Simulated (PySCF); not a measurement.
Calculated properties of `C#CC1=CC=CCC1`

Compound: C8H8.
Cartesian coordinates in Å at the GFN2-xTB level; atoms count from 1:
```xyz
16
C8H8 angstrom
C      3.421   -0.117    0.230
C      2.233    0.035    0.129
C      0.838    0.176    0.010
C      0.205    1.328    0.292
C     -1.227    1.433    0.140
C     -1.979    0.339    0.004
C     -1.356   -1.026    0.040
C      0.060   -0.998   -0.532
H      4.459   -0.237    0.321
H      0.756    2.193    0.632
H     -1.667    2.419    0.160
H     -3.054    0.398   -0.074
H     -1.328   -1.363    1.085
H     -1.966   -1.740   -0.516
H      0.018   -0.898   -1.624
H      0.578   -1.932   -0.308
```

Among its groups: alkyne and C=C double bond.

GFN2-xTB geometry:

- Point group of the GFN2-xTB geometry: C1
- Rotational constants A, B, C of the GFN2-xTB geometry: 5.053, 1.497, 1.191 GHz

From wB97X-D/def2-SVPD ground state and vertical TDDFT (core frozen in the response) (PySCF):

- Dipole moment: 0.91 D
- HOMO energy: -7.83 eV
- LUMO energy: 0.28 eV
- HOMO–LUMO gap: 8.11 eV
- Lowest singlet excitation: 4.29 eV (289 nm, f = 0.308)
- Strongest line among the 8 lowest singlet transitions: S1 at 4.29 eV (289 nm, f = 0.308)
- Lowest triplet excitation (Tamm–Dancoff): 2.52 eV
- Static isotropic polarisability: 95.3 au
- Electronic spatial extent ⟨r²⟩ about the centre of nuclear charge: 987 bohr²

Monoisotopic mass (most abundant isotopes): 104.0626 u.

In wavenumbers S1 is 34600 cm⁻¹ (1 eV = 8065.54 cm⁻¹). The polarisability is 14.12 Å³ as a volume (1 au = 0.148185 Å³), or 1.70 au for each of the 56 electrons. No computed singlet falls in the visible range (750 to 380 nm, 1.65 to 3.26 eV); S1 lies 1.03 eV above its blue end. The principal polarisabilities are 61.0, 86.0 and 138.9 au; their mean is the isotropic value.

Geometry: GFN2-xTB, one conformer, isolated molecule.
